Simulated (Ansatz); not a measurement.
Mulliken charges of C2H4AlNO (`N=[C]1C[O][AlH]1`) from B3LYP/def2-TZVPP in Ansatz (PBE0-D4/def2-TZVP geometry).

```
atom   x (Å)   y (Å)   z (Å)  charge (e)
  N1   0.466   0.934  -1.625      -0.212
  C2   0.094   0.420  -0.538      -0.223
  C3   0.568  -0.943  -0.027       0.194
  O4  -0.116  -1.093   1.223      -0.426
 Al5  -0.947   0.414   1.158       0.437
  H6   0.035   1.845  -1.779       0.163
  H7   0.291  -1.744  -0.722       0.075
  H8   1.654  -0.957   0.117       0.075
  H9  -1.956   1.078   2.176      -0.083
```

Task: By hand: the dipole of these point charges (1 e Å = 4.8032 D).

Result: Σ q r = (-0.060, 0.181, -0.072) e Å, of length 0.204 e Å = 0.98 D.

Task: How does the dipole of the full density compare? (An estimate is asked.)

Result: Ansatz gave: (-0.290, 0.352, 0.141) e Å, 2.29 D; the point charges give 0.43 times that, at 43° from its direction.

Point charges leave out the atoms' own dipoles, such as those of lone pairs, and Mulliken's split depends on the basis, so the two needn't agree.

B3LYP here is the variant with VWN-RPA as its local correlation; programs differ in this.
